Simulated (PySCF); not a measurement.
Do core-level shifts follow atomic charges?

Compound: C6H7NS.
Z-matrix (Å and degrees, PBE0-D3(BJ)/def2-SVP geometry), rows numbered from 1:
```
C 
N   1  1.4303
C   2  1.2693  1  118.91
C   3  1.4510  2  122.55  1  -179.94
C   4  1.3791  3  127.99  2   179.75
C   5  1.4186  4  112.78  3  -179.89
C   6  1.3731  5  112.03  4    -0.01
S   7  1.7149  6  112.39  5     0.00
H   1  1.1029  2  109.68  3  -122.24
H   1  1.1029  2  109.66  3   121.72
H   1  1.1090  2  114.17  3    -0.24
H   3  1.1103  2  122.40  1     0.02
H   5  1.0912  4  122.71  3     0.10
H   6  1.0905  5  124.40  4  -179.99
H   7  1.0895  6  127.61  5  -179.97
```

Binding energies: delta-SCF UKS SCAN, pcX-2 on the ionised atom, pcseg-1 elsewhere, spin-free X2C (PySCF 2.14.0). Charges: PBE0/pcSseg-1 ground-state density, for the ionised atom.

```csv
atom,environment,C 1s (eV),Mulliken (e),IAO (e),Hirshfeld (e),ESP (e)
C5,aromatic CH carbon,290.25,-0.015,-0.174,-0.067,-0.001
C6,aromatic CH carbon,290.32,-0.052,-0.184,-0.075,-0.339
C7,aromatic CH next to a ring sulfur,290.51,-0.273,-0.310,-0.077,-0.072
C4,substituted aromatic carbon,290.75,-0.422,-0.171,-0.043,-0.255
C1,N-methyl carbon,291.26,-0.111,-0.295,-0.070,-0.197
C3,imine carbon,291.53,+0.223,+0.022,+0.025,+0.383
```

Task: Give the correlation coefficient and slope of binding energy on charge for each scheme.

Result: Hirshfeld: r = 0.72, slope 9.7 eV per e; ESP: r = 0.55, slope 1.1 eV per e; IAO: r = 0.42, slope 1.8 eV per e; Mulliken: r = 0.39, slope 0.9 eV per e. Hirshfeld charges have the highest r, on only 6 points.

Task: The point-charge model writes a binding energy as kq + V + constant, with V the potential of the other atoms' charges at the site. What does it give with the Hirshfeld charges?

Result: V = Σ 14.40 eV Å × q/r over all other atoms: +0.23 eV at C5, +0.29 eV at C6, +0.79 eV at C7, 0.00 eV at C4, +0.57 eV at C1, -1.14 eV at C3. Fitting binding energy − V to q gives k = 26.4 eV per e and leaves an rms residual of 0.27 eV, against 0.33 eV for the fit on q alone. The model has no term for differences in relaxation between sites.

The unrestricted hole states depart most from a pure doublet (⟨S²⟩ = 0.75; over 0.85 named) for C 1s of C3 (0.93), which makes this value less certain. Isolated species at its PBE0-D3(BJ)/def2-SVP geometry (one conformer only).
